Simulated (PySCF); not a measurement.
Input and output of a TDDFT job on `[AlH2-]([N]=C)[AsH3+]`.

Level of theory: PySCF 2.14.0, density-fitted response routines, TDDFT CAM-B3LYP/def2-SVPD, vertical, gas phase, core orbitals frozen in the response.

Input of the driver that calls PySCF (job settings, then Cartesian coordinates in Å):

```
{"job": {"kind": "uv", "xc": "CAM-B3LYP", "basis": "def2-SVPD", "ip": true}, "charge": 0, "multiplicity": 1}
C      1.7910    -0.6417    -1.3634
N      1.3365    -0.2330    -0.2780
Al     0.7143     0.3478     1.2890
As    -1.8432     0.3215     0.3600
H      1.1519    -0.8673    -2.2499
H      2.8770    -0.8174    -1.5424
H      0.8407     1.9088     1.5669
H      0.5552    -0.7476     2.4317
H     -2.2475    -1.0364    -0.1701
H     -3.2125     0.7141     0.8887
H     -1.9580     1.0536    -0.9585
```

The driver printed:

```
coarse grid: 41288 points
cycle   1  E = -2574.9304268821  dE = -7.375e-01  |g| = 5.389e-01  |ddm| = 4.038e+00
cycle   2  E = -2574.8629491220  dE =  6.748e-02  |g| = 7.920e-01  |ddm| = 1.215e+00
cycle   3  E = -2574.9979781863  dE = -1.350e-01  |g| = 6.557e-02  |ddm| = 6.997e-01
cycle   4  E = -2574.9987190748  dE = -7.409e-04  |g| = 3.211e-02  |ddm| = 1.242e-01
cycle   5  E = -2574.9988646610  dE = -1.456e-04  |g| = 3.761e-03  |ddm| = 4.691e-02
cycle   6  E = -2574.9988697178  dE = -5.057e-06  |g| = 1.253e-03  |ddm| = 7.972e-03
final grid: 84768 points
cycle   7  E = -2574.9988176595  dE = -1.536e-07  |g| = 1.336e-03  |ddm| = 3.794e-03
cycle   8  E = -2574.9988171898  dE =  4.698e-07  |g| = 2.091e-03  |ddm| = 3.269e-03
cycle   9  E = -2574.9988181201  dE = -9.304e-07  |g| = 1.339e-04  |ddm| = 1.732e-03
cycle  10  E = -2574.9988181251  dE = -4.991e-09  |g| = 5.783e-05  |ddm| = 2.590e-04
cycle  11  E = -2574.9988181262  dE = -1.030e-09  |g| = 1.642e-05  |ddm| = 9.335e-05
cycle  12  E = -2574.9988181262  dE = -9.095e-11  |g| = 8.118e-07  |ddm| = 3.356e-05
converged SCF energy = -2574.9988181262

Static polarisability (au): isotropic 88.165, principal 68.933 89.764 105.797

Singlet excitations
state   eV       nm        f      main configurations
  1   3.4087    363.7   0.00013   H->L+1 0.93
  2   5.3888    230.1   0.00150   H->L 0.51, H->L+4 0.28, H->L+2 0.16
  3   5.5109    225.0   0.06774   H->L 0.42, H->L+4 0.31, H->L+2 0.15
  4   5.7763    214.6   0.00310   H->L+3 0.84, H->L+2 0.08
  5   5.9183    209.5   0.21085   H->L+2 0.56, H->L+4 0.32
  6   6.7146    184.6   0.02709   H->L+6 0.89
  7   6.7888    182.6   0.05371   H->L+5 0.65, H->L+7 0.22
  8   6.8476    181.1   0.00079   H-1->L 0.61, H-1->L+4 0.26
  9   7.1271    174.0   0.01462   H-1->L+1 0.39, H->L+7 0.30, H->L+5 0.14
 10   7.1932    172.4   0.28289   H-1->L+1 0.49, H->L+7 0.28, H->L+8 0.10

Triplet excitations (Tamm-Dancoff, eV): 2.8898 4.9329 5.0557 5.1865
Vertical ionisation energy (delta-SCF) = 8.0995 eV
```

The SCF starts on a coarse grid; the energy jumps when the final grid takes over, and dE counts afresh there. The run used 158 basis functions and 12 SCF iterations for the ground state.

Problem. What frontier levels and dipole did the ground state of this run have?

Solution. HOMO -7.40 eV, LUMO 0.53 eV, dipole 3.15 D.

Isolated species at its PBE0-D3(BJ)/def2-SVP geometry, gas phase. Relativistic effects, spin–orbit coupling among them, are left out although an element past zinc is present.
